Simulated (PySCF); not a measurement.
# Computed properties of Au(CO) (CAuO), SMILES [O+]#[C-]->[Au+], charge +1, multiplicity 1

CAuO, SMILES [O+]#[C-]->[Au+], charge +1, multiplicity 1. The structure is a stationary point at TPSSh-D3(BJ)/def2-TZVP. The spin state was assumed, not searched. The isomer is the one that the SMILES or the coordinates give; other isomers of the formula were not compared. The def2 effective core potentials stand for the cores of Au; spin–orbit coupling is left out. Other conformers were not sampled. All values are computed for the isolated molecule unless a solvent is named; none is compared with measurement here.

**Structure.** The optimised structure has C∞v symmetry. All 4 harmonic modes at TPSSh-D3(BJ)/def2-TZVP (PySCF) are real, so it is a minimum. With heavy atoms numbered as in [Au+:1]<-[C-:3]#[O+:2], the shortest bond between them is O2–C3 at 1.121 Å and the longest Au1–C3 at 1.924 Å.

**Vibrations.** The strongest infrared lines (harmonic, unscaled, degenerate partners summed) lie at 2269 cm⁻¹ (208 km/mol, C 60 %, O 40 %), 407 cm⁻¹ (15 km/mol, O 52 %, C 35 %, Au 12 %), 317 cm⁻¹ (1 km/mol, C 76 %, O 23 %). The softest mode is at 317 cm⁻¹ and the zero-point energy is 4.7 kcal/mol.

**Electronic structure.** CAM-B3LYP/def2-TZVPD (PySCF) places the frontier levels at -16.99 and -8.52 eV, a gap of 8.47 eV and a mean polarisability of 29.4 bohr³.

**Excitations.** TDDFT-B3LYP/def2-TZVPD (PySCF) has S1 at 4.13 eV (300 nm, f = 0.013, weak); the most intense of the 10 singlets computed lies at 6.00 eV (f = 0.08). Strengths of degenerate partners are summed. T1 (TDA) is at 3.23 eV. No vertical singlet excitation falls in the visible range (under 3.1 eV).
